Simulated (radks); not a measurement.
Spherical jellium clusters: N electrons in a uniform positive sphere of charge N and radius rs N^(1/3), rs = 3.42 bohr. Method: non-relativistic Kohn-Sham, LDA (Slater exchange, Perdew-Wang correlation), spin-polarised, spherical densities; computed with a radial shooting solver with Libxc functionals. Levels are named by radial order and angular momentum (1s, 1p, 1d, 2s, ...), and open shells are averaged over m.

N = 35, configuration 1s2 1p6 1d10 2s2 1f14 2p(up 1, down 0). This is the lowest configuration that the search found. Occupied and some empty levels:

| level | occupation | eigenvalue (eV) | <r> (bohr) |
|---|---|---|---|
| 1s up | 1 | -6.5501 | 6.238 |
| 1s down | 1 | -6.4512 | 6.410 |
| 1p up | 3 | -5.6489 | 7.739 |
| 1p down | 3 | -5.5965 | 7.819 |
| 1d up | 5 | -4.6102 | 8.688 |
| 1d down | 5 | -4.5785 | 8.713 |
| 2s up | 1 | -4.3453 | 7.179 |
| 2s down | 1 | -4.2413 | 7.075 |
| 1f up | 7 | -3.4259 | 9.423 |
| 1f down | 7 | -3.4008 | 9.425 |
| 2p up | 1 | -2.9012 | 8.153 |
| 2p down | 0 | -2.7967 | 8.201 |
| 1g up | 0 | -2.1135 | 10.11 |
| 1g down | 0 | -2.0889 | 10.10 |
| 2d up | 0 | -1.4755 | 9.797 |
| 2d down | 0 | -1.4082 | 9.919 |
| 3s up | 0 | -1.3874 | 9.995 |
| 3s down | 0 | -1.3303 | 10.07 |

Energy (eV): total -64.0626, kinetic 81.374, external -3529.8, Hartree 1744.2, exchange-correlation -147.70, background 1787.8.
